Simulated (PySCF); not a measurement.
Two probes of the same atoms: core binding energy and nuclear shielding

Compound: C3H3FN2S.
Atom-mapped SMILES: `[NH2:1][c:2]1[cH:3][s:4][n:5][c:6]1[F:7]`

Geometry (GFN2-xTB, Å), atoms numbered from 1 in this order:
```
atom  x, y, z in Å
N1    -1.5835   -0.0560   -0.0069
C2    -0.2093   -0.0860   -0.0318
C3     0.6168   -1.1686   -0.1860
S4     2.2560   -0.6501   -0.2712
N5     1.8946    0.9261   -0.0997
C6     0.6109    1.0795    0.0088
F7     0.0905    2.2985    0.1722
H8    -1.9847    0.7779    0.3930
H9    -2.0423   -0.9124    0.2571
H10    0.3599   -2.2042   -0.2581
```

Binding energies: delta-SCF UKS SCAN, pcX-2 on the ionised atom, pcseg-1 elsewhere, spin-free X2C (PySCF 2.14.0). Shieldings: GIAO PBE0/pcSseg-1, non-relativistic, same geometry.

```tsv
atom	C 1s (eV)
C2	292.15
C3	290.78
C6	293.51
```

**Question.** What are the absolute isotropic shieldings of these atoms?

**Answer.** 
```tsv
atom	environment	C 1s (eV)	isotropic shielding (ppm)
C3	aromatic CH next to a ring sulfur	290.78	58.2
C2	aromatic carbon bearing nitrogen	292.15	54.0
C6	aromatic C–F carbon	293.51	22.8
```

**Question.** Among the listed atoms, is the one with the highest binding energy also the least shielded?

**Answer.** Yes: C6 has both (293.51 eV, 22.8 ppm).

By binding energy: C3 < C2 < C6. By shielding: C6 < C2 < C3.

Geometry: GFN2-xTB; no solvent, vibrations or thermal averaging.
